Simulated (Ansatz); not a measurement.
Species: CH4BO2, net charge 0, doublet state. It need not be the lowest isomer of its formula. 
Geometry from a B3LYP-D3(BJ)/def2-TZVP (Ansatz, an electronic-structure program) optimisation:
```
B
O 1 1.3366
O 1 1.3667 2 122.08
H 3 0.9613 1 113.41 2 180.00
C 1 1.5980 2 113.53 3 180.00
H 5 1.0877 1 113.73 2 0.00
H 5 1.0935 6 108.52 1 -120.96
H 5 1.0935 6 108.52 7 -118.08
```
Charge 0, spin multiplicity 2.

Wanted: atomisation energy (electronic, to ground-state atoms); the coupled-cluster value holds the core correlation from cc-pwCVTZ, in eV. Correlated levels leave the core frozen unless marked. UHF or UKS for open shells. Spin-orbit coupling is left out. No relativistic terms. CBS(X,Y): correlation extrapolated as X^-3; Hartree-Fock from the larger set.

Level to compare with: CCSD(T)/CBS(aug-cc-pVTZ,aug-cc-pVQZ) plus the core term (Ansatz), 33.48 eV. It is a level with limits of its own, and the differences hold the functionals' basis error too.

Task: Rank these functionals by how close they come to CCSD(T)/CBS(aug-cc-pVTZ,aug-cc-pVQZ), closest first: PBE0/def2-TZVPD (Ansatz); SVWN5/def2-TZVPD (Ansatz); B97M-V/def2-TZVPD (Ansatz); revPBE/def2-TZVPD (Ansatz).

Result: PBE0/def2-TZVPD (global hybrid, 33.46 eV, difference -0.02), B97M-V/def2-TZVPD (meta-GGA with VV10, 33.62 eV, difference 0.14), revPBE/def2-TZVPD (GGA, 33.03 eV, difference -0.45), SVWN5/def2-TZVPD (LDA, 38.59 eV, difference 5.11)
